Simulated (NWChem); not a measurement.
System: C2H7BSe; SMILES CB(C)[SeH]

```xyz
11

B     -0.0052    -0.8979     0.0209
C      1.3756    -1.6561    -0.0623
H      1.3604    -2.3946    -0.8764
H      1.5202    -2.2368     0.8614
H      2.2590    -1.0226    -0.1943
C     -1.3744    -1.6776     0.0170
H     -1.5833    -2.0045    -1.0138
H     -2.2422    -1.1024     0.3548
H     -1.3127    -2.5971     0.6146
Se     0.0802     1.0553     0.0970
H     -1.3748     1.3188     0.1981
```
Atoms are numbered in this order, from 1.

All runs use the structure optimised with B3LYP/6-31G* (spherical d). B3LYP is NWChem's, with the RPA form of VWN correlation.

Spin-orbit effects, on the heavy nuclei and on their neighbours, are missing.

Q: Give the principal values of the shielding tensors (ppm) of B1, C2, C6, Se10 from B3LYP/6-311G** (spherical d), GIAO (NWChem), with their diamagnetic and paramagnetic parts as GIAO splits them.

A: 
```json
[
 {"atom": "B1", "σ11": "-41.8", "σ22": "-19.9", "σ33": "108.4", "isotropic": "15.6", "diamagnetic": "193.2", "paramagnetic": "-177.6"},
 {"atom": "C2", "σ11": "152.5", "σ22": "177.0", "σ33": "184.5", "isotropic": "171.3", "diamagnetic": "246.6", "paramagnetic": "-75.2"},
 {"atom": "C6", "σ11": "153.6", "σ22": "159.6", "σ33": "185.6", "isotropic": "166.3", "diamagnetic": "246.5", "paramagnetic": "-80.2"},
 {"atom": "Se10", "σ11": "1179.8", "σ22": "1607.4", "σ33": "1999.8", "isotropic": "1595.7", "diamagnetic": "2997.1", "paramagnetic": "-1401.5"}
]
```
